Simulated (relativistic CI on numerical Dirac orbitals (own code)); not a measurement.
# Hyperfine structure of Nb35+, mass number 93

Computed by Dirac-Coulomb-Breit CI, separate exchange-only KLI orbitals for each configuration, model QED, unscaled Slater integrals (own radial code, finite nucleus).

Configuration list (outside the closed core 1s2): 2s2 2p2, 2s 2p3, 2p4, 2p3 3s, 2p3 3p, 2p3 3d, 2s2 2p 3s, 2s2 2p 3p, 2s2 2p 3d, 2s 2p2 3s, 2s 2p2 3p, 2s 2p2 3d, 2s2 2p 4s, 2s2 2p 4p, 2s2 2p 4d, 2s2 2p 4f. Levels of other configurations are missing.

Nuclear spin I = 9/2, μ = 6.163 μN, Q = -0.32 b (tables of Stone and Pyykkö). The electronic factors are computed for point nuclear moments, without core polarisation or the Bohr-Weisskopf and QED corrections.

```tsv
Level	E (10³ cm⁻¹)	A (GHz)	B (GHz)
2s2 2p2 3P_1	744.0	-32.31	-37.8
2s2 2p2 1D_2	842.4	373.5	-50.9
2s2 2p2 3P_2	1654.5	185.7	-24.4
2s 2p3 5S°_2	1720.0	872.9	-42.2
2s 2p3 3D°_2	2467.0	685.1	-64.7
2s 2p3 3D°_3	2655.6	814.7	0.284
2s 2p3 1D°_2	3007.3	71.15	45.4
```

Levels with J = 0, under 50 % of one LS term, or S terms without an open s electron are left out. Small factors come from cancelling terms and can be off by tens of per cent or more.

At this charge energies of transitions that change n are usually good to better than 1 %, and those within a shell (Δn = 0) to a few per cent.

Task: Give the hyperfine levels of 2s2 2p2 1D_2 relative to its centre of gravity.

Result: With K = F(F + 1) − I(I + 1) − J(J + 1), E = AK/2 + B[¾K(K + 1) − I(I + 1)J(J + 1)]/[2I(2I − 1)J(2J − 1)]: F = 5/2: -4131, F = 7/2: -2802, F = 9/2: -1106, F = 11/2: 948.5, F = 13/2: 3348 GHz.

LS names give the leading component of a level, which can be under half, so a name can repeat, a term be missing and a line seem to break the LS rules.
